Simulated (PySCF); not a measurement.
How methods differ on the ionisation energy of Sb⁺

Sb⁺ [Kr] 4d10 5s2 5p2 (3P) → Sb²⁺ [Kr] 4d10 5s2 5p1 (2P), as a difference of total energies. Computed with PySCF 2.14 in cc-pVTZ-PP with ECP28MDF, with scalar relativity through the core potential. Correlated levels: valence: 4s2 4p6 4d10 frozen. The calculations carry no spin-orbit coupling.

```
           method  ionisation energy (eV)
              UHF                  16.004
           M06-2X                  16.422
    MP2 (valence)                  16.320
SCS-MP2 (valence)                  16.258
   CCSD (valence)                  16.356
```

Estimate what CCSD(T) (valence) gives.

16.377 eV, closest to CCSD (valence) among the rows shown.

Estimate what r2SCAN gives.

16.651 eV, closest to M06-2X among the rows shown.

The reference lies between the lowest fine-structure levels, while these numbers refer to the centres of the terms.

Errors of the correlated levels include the incompleteness of this basis and the frozen core.

For comparison: 16.626 ± 0.025 eV (measured; NIST Atomic Spectra Database, ionization energies).
